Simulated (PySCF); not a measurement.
**O²⁺: ionisation energy**

O²⁺ [He] 2s2 2p2 (3P) → O³⁺ [He] 2s2 2p1 (2P), as a difference of total energies. All numbers are calculated (PySCF 2.14, no relativity, point nucleus, in def2-TZVPPD). Correlated levels: valence: 1s2 frozen. The calculations carry no spin-orbit coupling.

```csv
method,ionisation energy (eV)
UHF,54.606
MP2 (valence),54.971
SCS-MP2 (valence),54.831
CCSD (valence),54.753
CCSD(T) (valence),54.763
CCSDT (valence),54.764
```

A first-order spin-orbit estimate (lowest level to lowest level, LS coupling) adds -0.005 eV.

Errors of the correlated levels include the incompleteness of this basis and the frozen core.

Which method comes closest to the reference value, and which is furthest?

The reference is 54.936 eV (semi-empirical (NIST evaluation); NIST Atomic Spectra Database, ionization energies). Closest: MP2 (valence) (error 0.029 eV); furthest: UHF (error -0.335 eV), both after the spin-orbit estimate.
